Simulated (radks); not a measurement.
Results of a calculation; reference values are marked as such.
Species: Sc3+. Configuration: [Ar]. Level of theory: scalar-relativistic Kohn-Sham, LDA (Slater exchange, Perdew-Wang correlation), spin-polarised, spherical densities, finite nucleus; Fermi nuclear charge, rms radius 3.5459 fm (a radial shooting solver on a logarithmic mesh with Libxc functionals). Some entries of the table are withheld. Estimate them.

orbital  occ.  eigenvalue (hartree)  <r^2> (bohr^2)  <r> (bohr)
1s          2                   (1)        0.007206         (2)
2s          2             -18.60548          0.1405      0.3446
2p          6             -15.48215             (3)      0.3082
3s          2              -3.16777           1.286       1.057
3p          6                   (4)           1.492       1.129

Answer. 
(1) 1s eigenvalue (hartree): -162.3512
(2) 1s <r> (bohr): 0.07320
(3) 2p <r^2> (bohr^2): 0.1174
(4) 3p eigenvalue (hartree): -2.37536
